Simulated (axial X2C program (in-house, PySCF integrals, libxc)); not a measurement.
**CoAs: from the spin-free to the two-component result**

Calculated with an in-house relativistic program for diatomic molecules. Spin-free means the one-electron spin-free X2C Hamiltonian; two-component (2c) means X2C with spin–orbit coupling and atomic mean-field two-electron Coulomb and Gaunt terms, so the difference of the two also holds small scalar two-electron terms. Basis: As dyall-cv3z [9s9p6d4f1g], Co dyall-cv3z [9s10p6d3f2g] (cores contracted in-house); Gaussian nuclei, density fitting, unrestricted open shells. Masses: As 74.922 u, Co 58.933 u.

Spin-free state: M_S = 2, Λ = 2 (beyond evenly filled blocks: σα, π+α, π-α, δ+α, δ+β, δ-α); fragments As + Co.

```json
{"level": "PBE0", "Re (Å)": "2.213", "ωe (cm⁻¹)": "295.8", "De (eV)": "1.833", "μ (D)": "3.53"}
{"level": "HF", "Re (Å)": "2.435", "ωe (cm⁻¹)": "225.9", "De (eV)": "-1.575", "μ (D)": "5.43"}
{"level": "MP2", "Re (Å)": "2.213", "ωe (cm⁻¹)": "274.3", "De (eV)": "1.368", "μ (D)": "n/a"}
{"level": "TPSSh", "Re (Å)": "2.185", "ωe (cm⁻¹)": "308.9", "De (eV)": "2.238", "μ (D)": "3.41"}
```

Correlated methods: 14 electrons correlated (number of frozen shells: As 3 s, 2 p, 1 d; Co 3 s, 2 p), 284 virtual spin orbitals or spinors in MP2.

Dipoles are positive if Co is the positive end.

Two-component determinant lowest at the distance of the search:

Ω = 4 (⟨Sz⟩ = 2.00, ⟨Lz⟩ = 2.00 at HF); fragments As + Co.

| level | Re (Å) | ωe (cm⁻¹) | μ (D) |
| --- | --- | --- | --- |
| PBE0 | 2.214 | 295.4 | 3.53 |
| HF | 2.436 | 225.7 | 5.43 |
| MP2 | 2.215 | 274.2 | n/a |
| TPSSh | 2.186 | 308.6 | 3.41 |

Problem. From the two tables, how do the constants change at the MP2 level (2c against spin-free)?

Solution. At the MP2 level Re increases by 0.002 Å and ωe is unchanged to within 0.2 cm⁻¹.

The state is a single determinant with fixed occupations, the lowest that a limited PBE0 search found. De is counted from the lowest determinant-based energies of the atoms at the same level, without counterpoise correction. De is not given where an atomic determinant may have missed its ground term or J level, or where the truncated virtual space spoils (T). Density functionals use the spin component along the axis (collinear). Other states lie close and PBE0, whose exact exchange favours high spin, may order them wrongly; the determinant shown need not be the ground state. The nearest other spin-free determinant of the search, M_S = 2, Λ = 3, lies 0.36 eV up at the distance of the search. The functionals have no current-density term, which raises determinants with orbital currents, atoms included. With several unpaired electrons one determinant need not be a pure state. Open-shell Ω = 0 determinants with evenly filled partner blocks cannot be reached by this program, so the Ω shown need not be the lowest component. Some points did not converge and are left out. The stretched end of a curve changes character and is left out.
